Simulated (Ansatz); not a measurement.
```yaml
crystal:
  periodic: [false, false, false]
  atoms:
    - {symbol: N, position_ang: [0.748704, 0.926016, 1.602265]}
    - {symbol: Ga, position_ang: [0.353470, 0.050966, 0.054187]}
    - {symbol: Si, position_ang: [-2.013806, -0.292936, -0.272512]}
    - {symbol: B, position_ang: [1.942994, -0.477396, -1.237434]}
    - {symbol: F, position_ang: [2.470759, -1.691743, -1.180269]}
    - {symbol: H, position_ang: [1.677223, 1.152853, 1.916318]}
    - {symbol: H, position_ang: [0.051253, 1.216061, 2.267149]}
    - {symbol: H, position_ang: [-2.483757, 0.350858, -1.532753]}
    - {symbol: H, position_ang: [-2.823416, 0.267211, 0.847092]}
    - {symbol: H, position_ang: [-2.336886, -1.744399, -0.380133]}
    - {symbol: H, position_ang: [2.413482, 0.242511, -2.083900]}
basis:
  gaussian: {orbitals: cc-pVTZ-DK}
hamiltonian: {xc: {name: B3LYP5}}
accuracy: high
scf: {lower_state_search: light}
output: {forces: true}
```

```sh
$ ansatz run in.yaml --threads 4 --pin off --events-out ev --progress --plain --max-ram 10444MiB
```

It prints (some lines left out):

```
Functional definition: B3LYP5
4396 factors; integrals over basis functions are off by at most 2.5e-8 eV
mean field evaluation 1: about -65762.4156 eV, gradient 7.5e1 eV
mean field evaluation 2: about -65721.8256 eV, gradient 1.3e2 eV
mean field evaluation 4: about -65772.3449 eV, gradient 1.0e1 eV
mean field evaluation 8: about -65772.5748 eV, gradient 1.4e0 eV
mean field evaluation 16: about -65772.5782 eV, gradient 3.1e-4 eV
mean field -65772.57821643 eV, -2417.0976671991 hartree, gradient 3.5e-8 eV, S^2 0.000000; 0 other end points of the search recorded, 0 dependent functions left out
reference -65772.57826813 eV, -2417.0976690988 hartree; 36, 36 occupied and 215, 215 virtual orbitals, 4396 factors
Total energy: -65772.57826813 eV, -2417.0976690988 hartree
Relativity: scalar
Atom 0 at     0.748704     0.926016     1.602265 Å, force     0.006539     0.030600     0.050436 eV/Å
Atom 1 at     0.353470     0.050966     0.054187 Å, force     0.056743    -0.063452    -0.133094 eV/Å
Atom 2 at    -2.013806    -0.292936    -0.272512 Å, force    -0.104079    -0.010815    -0.003620 eV/Å
Atom 3 at     1.942994    -0.477396    -1.237434 Å, force     0.044643     0.175765    -0.086028 eV/Å
Atom 4 at     2.470759    -1.691743    -1.180269 Å, force     0.025794    -0.099452     0.011705 eV/Å
Atom 5 at     1.677223     1.152853     1.916318 Å, force     0.031947     0.016077     0.025174 eV/Å
Atom 6 at     0.051253     1.216061     2.267149 Å, force    -0.007002     0.018344     0.039485 eV/Å
Atom 7 at    -2.483757     0.350858    -1.532753 Å, force     0.006257    -0.015124     0.026022 eV/Å
Atom 8 at    -2.823416     0.267211     0.847092 Å, force     0.006701    -0.013925    -0.026176 eV/Å
Atom 9 at    -2.336886    -1.744399    -0.380133 Å, force     0.002290     0.030571     0.000611 eV/Å
Atom 10 at     2.413482     0.242511    -2.083900 Å, force    -0.069832    -0.068588     0.095483 eV/Å
Dipole moment:     0.141664     0.210014     0.168750 e Å
```

Hardware: 4 threads of an Arm Neoverse V2 on a shared host. Wall time 26 s, peak host memory 1.8 GiB.
